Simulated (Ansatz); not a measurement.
The same molecule with X = F, Cl, Br. Ansatz, PBE0-D4/def2-TZVP geometries, multiplicity 1. Each molecule was computed in one conformer, which needn't be the lowest.

Scalar relativity is left out up to krypton.

| X | molecule | mean X–Si bond length / Å | size of the dipole moment (ωB97M-V/def2-TZVPP) / D | HOMO energy (PBE0/def2-TZVPP) / eV | HOMO energy (ωB97M-V/def2-TZVPP) / eV |
| --- | --- | --- | --- | --- | --- |
| Cl | `OC[SiH2]Cl` | 2.067 | 1.33 | -7.78 | -10.12 |
| Br | `OC[SiH2]Br` | 2.234 | 1.41 | -7.78 | -10.10 |

Give the row for X = F, `OC[SiH2]F`. (Best estimate.)

Ansatz gave: 
```tsv
X	molecule	mean X–Si bond length / Å	size of the dipole moment (ωB97M-V/def2-TZVPP) / D	HOMO energy (PBE0/def2-TZVPP) / eV	HOMO energy (ωB97M-V/def2-TZVPP) / eV
F	`OC[SiH2]F`	1.608	1.23	-7.74	-10.09
```

From F to Br the mean X–Si bond length rises at each step, by 0.626 Å in all; the HOMO energy (PBE0/def2-TZVPP) hardly changes; the HOMO energy (ωB97M-V/def2-TZVPP) hardly changes. Bonds lengthen as the atom grows down the group. Dipoles are sizes alone, and their direction can turn along the series.

Spin–orbit coupling is left out; it splits and shifts lone-pair levels of the heavy atoms by tenths of an eV.
